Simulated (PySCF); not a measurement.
**Computed properties of Ge(H)2(F)(Et) (C2H7FGe), SMILES C[CH2][GeH2][F]**

C2H7FGe, SMILES C[CH2][GeH2][F]. The structure is a stationary point at B3LYP-D3(BJ)/def2-SVP. Other conformers were not sampled. All values are computed for the isolated molecule unless a solvent is named; none is compared with measurement here.

**Structure.** All 27 harmonic modes at B3LYP-D3(BJ)/def2-SVP (PySCF) are real, so it is a minimum. With heavy atoms numbered as in [GeH2:1]([F:2])[CH2:3][CH3:4], the shortest bond between them is C3–C4 at 1.532 Å and the longest Ge1–C3 at 1.957 Å.

**Vibrations.** The strongest infrared lines (harmonic, unscaled, degenerate partners summed) lie at 2135 cm⁻¹ (164 km/mol, H 98 %), 810 cm⁻¹ (132 km/mol, H 94 %), 2126 cm⁻¹ (107 km/mol, H 99 %). The softest mode is at 60 cm⁻¹ and the zero-point energy is 52.1 kcal/mol.

**Electronic structure.** B3LYP/def2-TZVP (PySCF) places the frontier levels at -8.29 and 0.06 eV, a gap of 8.35 eV, and gives a dipole moment of 2.47 D and a mean polarisability of 54.6 bohr³. PBE/def2-TZVP (PySCF) at the same geometry gives -7.18 and -0.58 eV, so its gap is 1.75 eV narrower. An orbital gap is neither the optical nor the fundamental gap.

**Excitations.** TDA-B3LYP/def2-SVPD (PySCF) has S1 at 7.07 eV (175 nm, f = 0.006, weak); the most intense of the 10 singlets computed lies at 8.21 eV (f = 0.18). T1 (TDA) is at 6.76 eV, 0.31 eV under S1. TDA-PBE/def2-SVPD (PySCF) puts S1 at 6.59 eV. No vertical singlet excitation falls in the visible range (under 3.1 eV).

**NMR.** GIAO shifts at PBE0/pcSseg-1 (PySCF) (non-relativistic, atoms alike by connectivity averaged): ¹³C from 11.7 to 15.7 ppm against TMS; ¹H from 1.3 to 5.7 ppm against TMS; ¹⁹F at -264.0 ppm against CFCl3.
